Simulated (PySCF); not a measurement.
In(F)(OH)(NH2), SMILES [F][In]([NH2])[OH] (H₃FInNO) at its PBE0/def2-SVP optimised geometry (Å):

```
7

In    -0.0350    -0.0222     0.0000
F      1.9301    -0.0222     0.0000
O     -0.8123    -1.8387     0.1941
H     -0.1135    -2.5025     0.2419
N     -0.9910     1.7511     0.0000
H     -1.9301     1.7295    -0.3902
H     -0.4670     2.5025    -0.4427
```

Level of theory: PBE0/def2-TZVP, def2 effective core potentials past Kr (PySCF). The core electrons that the potentials of In replace are not part of the density.

Map of the electron localisation function on the plane z = 0.6 Å:

```
|                               |
|                               |
|                               |
|                               |
|                               |
|          .....                |
|         .-===-.               |
|        .-+##*+:               |
|        :+#@@%*-               |
|       .-*%@@@#=.              |
|       .-+%@@@%=.              |
|        :=*%@@#=.   ....       |
|         .=*#*-... .-==:.      |
|          .--..::..=*#*=:      |
|           ..:=*=..*%%%*-      |
|           ..-*#+:.*%@%*-.     |
|            .:+*=..*%%%*-      |
|           ....::..=*#*=:      |
|         .:=*+-... .-==:.      |
|        .-*%@@%+:.  .:..       |
|        :+%@@@%*-              |
|        :*%@@%%#+:             |
|        :+#%%%@@%=.            |
|        .-+***@@%*:            |
|         .:::=#%#*:            |
|             .=**=             |
|              .::              |
|                               |
|                               |
|                               |
|                               |
```
Scale: ten equal steps from 0.000 (start of ' ') to 0.936 (end of '@'), in the order ' .:-=+*#%@'; x runs from -5.00 to 5.00, y from -5.00 (bottom) to 5.00 (top).
